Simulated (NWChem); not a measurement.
Species: CH$_{4}$Cl$_{2}$SSi; SMILES CS[SiH](Cl)Cl

```xyz
9

Si     0.0216    -0.3434     0.4612
Cl     1.9461    -0.3753    -0.2867
Cl    -0.9665    -2.0596    -0.0722
S     -1.0915     1.2563    -0.3630
C     -0.0238     2.6554     0.1230
H      0.1497    -0.2898     1.9383
H     -0.4755     3.5517    -0.3221
H      0.0082     2.7794     1.2144
H      0.9922     2.5301    -0.2756
```
Atoms are numbered in this order, from 1.

Results from NWChem. All runs use the structure optimised with PBE0/def2-SVP. GIAO values for the isolated, static molecule; σ is the absolute isotropic shielding, δ = σ(reference) − σ with the isolated reference molecule computed at the same levels (13C: tetramethylsilane, 1H: tetramethylsilane, 29Si: tetramethylsilane).

For level KT2/pcSseg-1:

```
Item         Result
-----------  ------
δ Si1 (ppm)    29.1
σ Cl2 (ppm)   813.1
σ Cl3 (ppm)   843.3
σ S4 (ppm)    592.7
δ H6 (ppm)     6.46
```

### Question
How do the values read with level PBE0/pcSseg-1 instead?

### Answer
| Property | Result |
|---|---|
| δ Si1 (ppm) | 30.6 |
| σ Cl2 (ppm) | 840.4 |
| σ Cl3 (ppm) | 866.3 |
| σ S4 (ppm) | 610.9 |
| δ H6 (ppm) | 6.19 |
